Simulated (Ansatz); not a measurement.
System: CuI, net charge 1, doublet state. The spin state was set by rule; other spins were not relaxed. 
Coordinates optimised at B3LYP-D3(BJ)/def2-TZVP (Ansatz, a first-principles code):
```
Cu
I 1 2.4510
```
Charge +1, spin multiplicity 2.

Parts of the frozen-core correlation energy in def2-TZVPPD (Ansatz, hartree). Frozen orbitals: 18; correlated occupied orbitals by spin: 9 and 8; virtual: 99 and 100. Open shells are spin-unrestricted. No spin-orbit coupling. Past Kr the def2 sets carry scalar-relativistic core potentials.

```json
[
 {"term": "reference (HF)", "value": "-1935.37023"},
 {"term": "MP2 opposite-spin", "value": "-0.38668"},
 {"term": "MP2 same-spin", "value": "-0.20305"},
 {"term": "CCSD correlation", "value": "-0.54485"},
 {"term": "(T)", "value": "-0.02118"},
 {"term": "T1 diagnostic", "value": "0.024"},
 {"term": "largest doubles amplitude", "value": "0.031"},
 {"term": "<S^2> of the reference", "value": "0.760"}
]
```
